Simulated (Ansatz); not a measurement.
## Energy profile

The step: CH₆Ge ([CH3][GeH3]) + HCl → GeH₃Cl ([Cl][GeH3]) + CH₄; bonds formed: Ge1–Cl7, C2–H6; bonds broken: Ge1–C2, H6–Cl7 (atoms numbered as in the saddle structure below).

```json
{"atom": "Ge1", "x (Å)": "-0.4006", "y (Å)": "0.4022", "z (Å)": "-0.9998"}
{"atom": "C2", "x (Å)": "0.3763", "y (Å)": "-0.8084", "z (Å)": "0.7281"}
{"atom": "H3", "x (Å)": "-1.8399", "y (Å)": "0.8583", "z (Å)": "-0.8159"}
{"atom": "H4", "x (Å)": "0.6642", "y (Å)": "1.2686", "z (Å)": "-1.6549"}
{"atom": "H5", "x (Å)": "-0.4214", "y (Å)": "-0.9694", "z (Å)": "-1.7328"}
{"atom": "H6", "x (Å)": "0.1992", "y (Å)": "0.4222", "z (Å)": "0.8029"}
{"atom": "Cl7", "x (Å)": "-0.0193", "y (Å)": "2.1899", "z (Å)": "1.0129"}
{"atom": "H8", "x (Å)": "-0.4782", "y (Å)": "-1.4818", "z (Å)": "0.7275"}
{"atom": "H9", "x (Å)": "1.2189", "y (Å)": "-1.2016", "z (Å)": "0.1633"}
{"atom": "H10", "x (Å)": "0.7007", "y (Å)": "-0.6800", "z (Å)": "1.7686"}
```

Electronic energies by CCSD(T) at an estimated basis limit (MP2 extrapolated from triple and quadruple zeta, plus CCSD(T) − MP2 in triple zeta), on PBE0-D4/def2-TZVP structures; CH$_{7}$ClGe, closed shell; no counterpoise correction. Program: Ansatz 0.2.0. Basis: def2-TZVPP and def2-QZVPP. Cores are frozen in the correlated methods. Filled d shells of the heavier atoms are correlated. The def2 sets are not built for correlating such inner shells, so the correlated values are less sure here. Extrapolation: Hartree–Fock as exp(−7.88 √X), correlation as X^−2.97.

(1) Give the profile in kJ/mol, counted from the separated reactants. (An estimate is asked for; the value comes from the calculation.)

T1 diagnostic: at most 0.011. The end structure is not quite a true minimum (one mode of 27i cm⁻¹).

## Answers

(1) Computed:
| point | kJ/mol |
| --- | --- |
| separated: CH$_{6}$Ge (linked as [CH3][GeH3]; Ge1, C2, H3, H4, H5, H8, H9, H10; singlet) + HCl (H6, Cl7; singlet) | 0.0 |
| start structure | -7.3 |
| saddle | 175.9 |
| end structure | -90.2 |
| separated: GeH$_{3}$Cl (linked as [Cl][GeH3]; Ge1, H3, H4, H5, Cl7; singlet) + CH$_{4}$ (C2, H6, H8, H9, H10; singlet) | -86.0 |

For scale, one of the runs: CCSD(T)/def2-TZVPP, 219 basis functions, launched by `ansatz run in.yaml --threads 3 --pin off --events-out ev --progress --plain --max-ram 6092MiB`. Hardware: 3 CPU threads of an Intel Xeon, shared host. Wall time 51 s; peak host memory 3.5 GiB.
